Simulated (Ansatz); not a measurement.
C2H6AlFO2, relaxed with RKS PBE-D4/def2-SVP in Ansatz 0.2.0 from a rough embedded geometry. The force threshold is 0.03 eV/Å; the program also tests the step.

Charge 0, multiplicity 1. The bonds changed during the relaxation, so this is another structure than the one it started from.

Start:

```xyz
12

C     0.237    0.350    1.869
O     0.330   -0.586    0.739
C     0.831    0.088   -0.426
F     2.114    0.297   -0.224
O     0.591   -0.682   -1.559
Al   -1.198   -0.715   -2.028
H    -0.513    1.097    1.683
H     1.218    0.734    2.083
H    -0.041   -0.292    2.774
H     0.355    1.105   -0.503
H    -1.738    0.412   -3.013
H    -2.185   -1.806   -1.397
```

(1) How much energy does the relaxation release, and in how many steps? (An estimate is asked.)

(2) Which bonds change most? (Best estimate.)

(3) Give the relaxed structure. (An estimate is asked.)

Results:

(1) Computed: 112.79 kJ/mol, in 24 steps, 2 of them rejected.

(2) Computed: O2–Al6 from 3.164 to 1.997 Å; C3–O5 from 1.391 to 1.314 Å; C3–F4 from 1.315 to 1.383 Å; O2–C3 from 1.436 to 1.504 Å.

(3) Computed: 
```xyz
12

C    -0.066    0.291    1.585
O    -0.209    0.282    0.161
C     0.992    0.431   -0.732
F     1.994   -0.321   -0.146
O     0.558   -0.036   -1.881
Al   -1.052   -0.752   -1.325
H     0.269    1.295    1.922
H     0.662   -0.479    1.911
H    -1.063    0.078    2.013
H     1.322    1.497   -0.698
H    -2.342    0.016   -1.865
H    -1.066   -2.303   -0.943
```
